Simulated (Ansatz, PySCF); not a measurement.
Energy difference 4 R1 + R2 → 4 P1 + P2, each structure at its B3LYP-D3(BJ)/def2-TZVP stationary point, reached from a drawn start (curvature not checked).
P1: H2 (SMILES [H][H]), charge 0, multiplicity 1.
R1: HF (SMILES F), charge 0, multiplicity 1.
R2: SiH4 (SMILES [SiH4]), charge 0, multiplicity 1.
P2: SiF4 (SMILES F[Si](F)(F)F), charge 0, multiplicity 1.

P less R. No zero-point or thermal terms.

Frozen-core correlation throughout.

Codes used: Ansatz (Gaussian basis) for Hartree–Fock, density functionals and correlated methods; PySCF for the D3/D4 terms. No computed number here is a measurement.

The comparison value is -5.358 eV (CCSD(T)/cc-pV(Q+d)Z). It is a level with limits of its own, not the exact answer.

Order these levels by how close they come to the comparison value for the reaction energy, closest first: BLYP/def2-TZVPP, HF/cc-pV(D+d)Z, PBE/def2-TZVPP, revPBE-D3(BJ)/def2-TZVPP, r2SCAN/def2-TZVPP. Give each level's value less the comparison value.

r2SCAN/def2-TZVPP (-0.138 eV), BLYP/def2-TZVPP (0.209 eV), PBE/def2-TZVPP (0.512 eV), revPBE-D3(BJ)/def2-TZVPP (0.559 eV), HF/cc-pV(D+d)Z (1.257 eV)

Ansatz is an electronic-structure program.
